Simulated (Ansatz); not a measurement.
Si₁₄H₂₂, a nanocrystal with a defect cut from the lattice of silicon (two caps of one atom removed), relaxed as a triplet with UKS PBE-D4/def2-SVP in Ansatz, starting from the PBE-D4/def2-SVP geometry of the neutral singlet. Force threshold 0.03 eV/Å.

The relaxation made no stability test and no search for a lower SCF solution. At PBE-D4/def2-SVP a singlet of charge 0 lies 0.40 eV below the triplet, each at its own geometry.

Start:

```tsv
atom	x (Å)	y (Å)	z (Å)
Si1	-2.3163	0.5684	3.5921
Si2	1.4265	-3.8266	-1.6149
Si3	-0.3576	-1.6852	0.9734
Si4	3.4955	-1.0456	0.3610
Si5	0.8078	1.5371	-0.9502
Si6	-1.1429	3.8144	1.6548
Si7	2.5664	-0.6712	-3.4996
Si8	-2.4166	-0.7710	1.6579
Si9	-0.8565	2.4158	3.5282
Si10	-0.6652	-2.9832	-0.9599
Si11	3.0726	-2.1326	-1.7117
Si12	-1.1349	2.7728	-0.4572
Si13	0.6228	0.5813	-3.0878
Si14	1.3471	-0.0765	0.6874
H15	-3.7071	1.0885	3.8652
H16	-1.9228	-0.3140	4.7512
H17	1.3672	-4.5409	-2.9437
H18	1.8497	-4.8314	-0.5710
H19	0.1136	-2.6231	2.0625
H20	1.9687	2.5055	-1.0000
H21	-2.4633	4.5297	1.8105
H22	-0.0537	4.8586	1.6646
H23	2.4780	-1.4637	-4.7817
H24	3.7068	0.3074	-3.6415
H25	-3.3503	-1.9240	1.9432
H26	-3.0013	0.0139	0.5138
H27	-1.1427	3.2509	4.7539
H28	0.5721	1.9509	3.6148
H29	-1.5994	-4.1241	-0.6403
H30	-1.2885	-2.1529	-2.0496
H31	4.3373	-2.8463	-2.1420
H32	-2.3305	1.8679	-0.5932
H33	-1.2605	3.8539	-1.5051
H34	-0.6110	-0.2769	-3.1679
H35	0.4997	1.6850	-4.1091
H36	1.3891	0.6871	1.9917
```

Problem. Estimate the energy that the relaxation releases and the steps that it takes.

Solution. 23.7 kJ/mol, in 7 steps; 29 s on 2 threads of AMD EPYC 7R13 on a shared host and a share (18 GiB) of an NVIDIA H100 80GB HBM3. The force fell under the threshold at step 5, but the optimiser went on and released 0.004 eV more. No frequencies were taken in this run, so the end may be a saddle point.

Problem. Does the start keep its bonding and symmetry?

Solution. By distances, no bond broke or formed. The bond that changes most is Si4–Si14, from 2.38 to 2.33 Å (atoms count from 1). Point group Cs at the start, Cs at the end, both within 0.05 Å.

Problem. Predict the relaxed structure.

Solution. 
```xyz
36

Si   -2.404    0.581    3.573
Si    1.420   -3.911   -1.645
Si   -0.300   -1.649    1.091
Si    3.293   -1.146    0.074
Si    0.871    1.591   -0.844
Si   -1.227    3.837    1.629
Si    2.593   -0.663   -3.585
Si   -2.422   -0.786    1.656
Si   -0.940    2.424    3.491
Si   -0.581   -2.958   -0.849
Si    3.101   -2.286   -1.951
Si   -1.133    2.779   -0.472
Si    0.712    0.621   -2.986
Si    1.382   -0.023    0.799
H    -3.801    1.096    3.821
H    -2.014   -0.278    4.750
H     1.149   -4.672   -2.923
H     1.919   -4.890   -0.612
H     0.159   -2.557    2.207
H     2.015    2.577   -0.859
H    -2.557    4.539    1.767
H    -0.146    4.890    1.666
H     2.368   -1.296   -4.939
H     3.780    0.262   -3.690
H    -3.339   -1.958    1.916
H    -2.975   -0.026    0.480
H    -1.184    3.252    4.731
H     0.485    1.939    3.542
H    -1.552   -4.067   -0.519
H    -1.211   -2.112   -1.925
H     4.407   -2.961   -2.291
H    -2.301    1.843   -0.635
H    -1.243    3.838   -1.544
H    -0.531   -0.228   -3.049
H     0.546    1.740   -3.986
H     1.663    0.660    2.112
```
Bond lengths: 16 × Si–Si 2.33 to 2.36 Å; 22 × H–Si 1.51 Å.
